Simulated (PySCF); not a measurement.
## Pt⁺: excitation energy

Pt⁺ [Xe] 4f14 5d9 (2D) → Pt⁺ [Xe] 4f14 5d8 6p1 (high-spin determinant), as a difference of total energies. Calculation: PySCF 2.14, in aug-cc-pVDZ-PP with ECP60MDF; scalar relativity through the core potential. Correlated levels: valence: 5s2 5p6 frozen. The calculations carry no spin-orbit coupling.

```tsv
method	excitation energy (eV)
UHF	6.535
PBE	7.459
PBE0	7.424
r2SCAN	7.270
HSE06	7.396
TPSSh	7.313
r2SCANh	7.269
MP2 (valence)	7.509
SCS-MP2 (valence)	7.570
```

Task: Estimate what M06-L gives.

Result: 7.696 eV, closest to SCS-MP2 (valence) among the rows shown.

Task: Estimate what LDA gives.

Result: 7.701 eV, closest to SCS-MP2 (valence) among the rows shown.

The determinant of the upper state mixes LS terms, which raises its energy above the lowest term, most at the Hartree-Fock and MP2 levels.
